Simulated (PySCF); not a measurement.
Si(H)(F)(Et)(OH) (C₂H₇FOSi), SMILES CC[SiH](O)F.

Coordinates come from a PBE0-D3(BJ)/def2-SVP optimisation. This is a generated structure with no PubChem entry under its InChIKey; it may be hypothetical. Other conformers were not sampled.

All values below come from PBE0-D3(BJ)/def2-SVP in PySCF.

Frequencies are harmonic and unscaled.

| mode | ν (cm⁻¹) | IR (km/mol) | moving atoms (share of kinetic energy) |
|---|---|---|---|
| 1 | 70 | 1.1 | H 39 %, C 35 %, F 11 %, O 10 % |
| 2 | 140 | 1.2 | C 26 %, H 26 %, O 24 %, F 17 % |
| 3 | 186 | 8.4 | H 76 %, Si 9 % |
| 4 | 228 | 52.5 | H 80 %, F 11 % |
| 5 | 295 | 38.2 | F 32 %, C 31 %, H 16 %, O 15 % |
| 6 | 323 | 38.4 | H 47 %, Si 23 %, O 16 %, C 10 % |
| 7 | 369 | 57.0 | O 24 %, F 23 %, H 19 %, Si 19 %, C 14 % |
| 8 | 646 | 8.8 | H 65 %, C 29 % |
| 9 | 687 | 57.4 | H 42 %, C 28 %, Si 19 % |
| 10 | 782 | 55.1 | H 72 %, O 16 % |
| 11 | 828 | 21.0 | H 76 %, F 19 % |
| 12 | 868 | 267.6 | H 55 %, Si 24 %, F 12 % |
| 13 | 886 | 86.0 | H 56 %, Si 17 %, O 17 %, F 10 % |
| 14 | 937 | 108.2 | H 35 %, Si 29 %, O 20 %, F 13 % |
| 15 | 982 | 23.2 | H 79 %, C 17 % |
| 16 | 991 | 92.3 | H 57 %, Si 21 %, C 12 % |
| 17 | 1061 | 21.6 | C 68 %, H 31 % |
| 18 | 1243 | 2.7 | H 79 %, C 21 % |
| 19 | 1268 | 15.2 | H 56 %, C 42 % |
| 20 | 1395 | 1.8 | H 82 %, C 18 % |
| 21 | 1425 | 6.1 | H 90 %, C 10 % |
| 22 | 1475 | 7.7 | H 96 % |
| 23 | 1477 | 8.4 | H 97 % |
| 24 | 2298 | 125.0 | H 97 % |
| 25 | 3053 | 32.5 | H 96 % |
| 26 | 3054 | 2.7 | H 95 % |
| 27 | 3106 | 3.1 | H 91 %, C 9 % |
| 28 | 3143 | 17.4 | H 91 %, C 9 % |
| 29 | 3148 | 16.4 | H 90 %, C 10 % |
| 30 | 3935 | 95.8 | H 94 % |
